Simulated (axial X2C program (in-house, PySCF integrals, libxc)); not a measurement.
**Which functional? An output for BiS**

An SCF output computed with an axial X2C code built on PySCF integrals for BiS at 2.324 Å, two-component, state Ω = 1/2, Bi dyall-cv3z [12s14p10d6f1g], S dyall-av3z [9s8p3d2f] (cores contracted in-house), without its first line:

```
basis functions 217  fitting functions 1175  grid points 5080
iter        total energy     max residual
   1     -21941.150956706     8.83e+00
   2     -21942.058397450     1.20e-01
   3     -21942.087538220     1.25e-01
   4     -21942.094168360     8.60e-02
   5     -21942.095383092     2.94e-02
   6     -21942.096118694     1.19e-02
   7     -21942.096229889     7.10e-03
   8     -21942.096244874     3.97e-04
   9     -21942.096245097     1.78e-04
  10     -21942.096245173     3.72e-05
  11     -21942.096245178     1.69e-05
converged
one-electron -30577.60316587  Coulomb 8783.54679223  exact exchange -105.66069776  xc functional -323.61615664  nuclear repulsion 302.38697767  atomic mean-field constant -21.14999480
```

Problem. Which level of theory produced it?
A. PBE0
B. TPSSh
C. HF

Solution. A. The exact-exchange term against the functional term shows a share of 0.25 of exact exchange.
